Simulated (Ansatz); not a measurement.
System: sum formula SiNHBr3 (charge -1, singlet). It need not be the lowest isomer of its formula. Whether it binds its extra electron was not tested at this geometry. 
Structure (B3LYP-D3(BJ)/def2-TZVP (Ansatz, a quantum-chemistry and plane-wave program) minimum search):
```xyz
6

Si     0.7253     0.0875    -0.1876
Br     0.2241    -0.5071     2.0142
Br    -0.3496    -1.5194    -1.3879
Br    -0.6978     1.9247    -0.4159
N      2.2608     0.2060    -0.6515
H      2.8354     0.8949    -0.1800
```
Charge -1, spin multiplicity 1.

Basis-set convergence of Hartree-Fock and CCSD correlation energies (hartree) with Ansatz. Cores are frozen in the correlated levels unless marked. Spin-orbit coupling is left out. Frozen are the shells of the preceding noble gas and the d and f shells that filled before the atom's block. Non-relativistic.

| basis | functions | E(HF) | E(corr, CCSD) |
|---|---|---|---|
| def2-SVPD | 175 | -8060.34120 | -0.69964 |
| def2-TZVPPD | 273 | -8061.45045 | -0.86686 |
| def2-QZVPPD | 466 | -8061.60826 | -0.93847 |

Extrapolating the two largest sets (X = 3 and 4) as X^-3: E(corr) = (64·(-0.93847) - 27·(-0.86686))/37 = -0.9907 Eh, an estimate of the basis-set limit. The largest set recovers 94.7 % of it, the smallest 70.6 %.
